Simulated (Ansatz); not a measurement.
Reaction (redistribution): `[CH3][GeH]([CH3])[C]#N` + `[SiH3][SnH3]` → `[CH3][GeH]([CH3])[SiH3]` + `N#[C][SnH3]`

Computed with Ansatz on PBE0-D4/def2-TZVP structures; ΔE is electronic, products minus reactants. CBS: MP2 limit from def2 TZ/QZ plus the TZ coupled-cluster correction, frozen cores. DFT in def2-TZVPP. B3LYP here is the variant with VWN-RPA as its local correlation; programs differ in this. def2 core potentials past Kr. For Ge, Sn outer-core shells are correlated without core-valence functions, which leaves a few kJ/mol of doubt a bond. Scalar relativity is left out up to krypton.

**Question.** Is it downhill or uphill in electronic energy at CCSD(T)/CBS, and by how much? (An estimate is asked.)

**Answer.** Computed: Uphill: ΔE = +5.7 kcal/mol.

**Question.** What do these levels give: B3LYP-D4, PBE, PBE0, SCS-MP2/def2-TZVPP, CCSD/def2-TZVPP, MP2/def2-QZVPP? (An estimate is asked.)

**Answer.** Ansatz gave: B3LYP-D4 5.8, PBE 6.1, PBE0 6.5, SCS-MP2/def2-TZVPP 5.6, CCSD/def2-TZVPP 5.6, MP2/def2-QZVPP 6.1 kcal/mol.

Largest T1 diagnostic among the species: 0.014.
